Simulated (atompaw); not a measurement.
# u(r) = r·R(r): atom against pseudo-atom (tantalum)

Columns: radius, all-electron u(r) and pseudo u(r) of the 5p shell (level -67.44 eV) of tantalum in the configuration [Kr] 4d10 4f14 5s2 5p6 5d2 6s0 6p0; LDA (PW92), scalar-relativistic, PAW (atompaw) scheme, atompaw 4.2.0.5.

| r (bohr) | all-electron | pseudo |
| --- | --- | --- |
| 0.115 | 0.2660 | 0.0150 |
| 0.231 | 0.0178 | 0.0591 |
| 0.346 | -0.4976 | 0.1280 |
| 0.462 | -0.4206 | 0.2168 |
| 0.577 | -0.0262 | 0.3169 |
| 0.692 | 0.3945 | 0.4207 |
| 0.808 | 0.7194 | 0.5210 |
| 0.923 | 0.9186 | 0.6083 |
| 1.038 | 1.0117 | 0.6774 |
| 1.154 | 1.0260 | 0.7242 |
| 1.269 | 0.9875 | 0.7456 |
| 1.385 | 0.9167 | 0.7421 |
| 1.500 | 0.8299 | 0.7158 |
| 1.615 | 0.7371 | 0.6705 |
| 1.731 | 0.6443 | 0.6109 |
| 1.846 | 0.5572 | 0.5434 |
| 1.962 | 0.4766 | 0.4726 |
| 2.077 | 0.4050 | 0.4044 |
| 2.192 | 0.3418 | 0.3419 |
| 2.308 | 0.2863 | 0.2863 |
| 2.423 | 0.2390 | 0.2390 |
| 2.538 | 0.1987 | 0.1987 |
| 2.654 | 0.1642 | 0.1642 |
| 2.769 | 0.1355 | 0.1355 |
| 2.885 | 0.1113 | 0.1113 |
| 3.000 | 0.0912 | 0.0912 |

Problem. How many radial nodes do the two functions have?

Solution. The all-electron 5p function has n − l − 1 = 3 (the table is too coarse to show those close to the nucleus); the pseudo-wave has 0, since the states of the same l below it are removed with the core.

Problem. At about which radius was the pseudo-wave matched?

Solution. 2.35 bohr. The columns agree to 0.0005 from 2.19 bohr on; several derivatives are matched, so the curves merge somewhat inside the radius.

Problem. Is the pseudo-wave norm-conserving?

Solution. No, it belongs to a PAW set: the norm inside the radius is not constrained, and the difference is carried by the augmentation charge.
